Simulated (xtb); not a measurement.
Ga(H)(Me)(OH) (CH5GaO), SMILES [CH3][GaH][OH]. All values are semi-empirical tight-binding results from xtb (GFN2-xTB unless named), good for trends rather than for accurate numbers. Geometry optimised at GFN2-xTB. One conformer was computed; it need not be the lowest.

For metal compounds this method's bond lengths and energies can be far off.

Computed properties:
```json
{
 "orbital_gap": "4.79 eV",
 "zero_point_energy": "32.1 kcal/mol",
 "G − E(el) at 298.15 K (modified RRHO)": "13.7 kcal/mol"
}
```
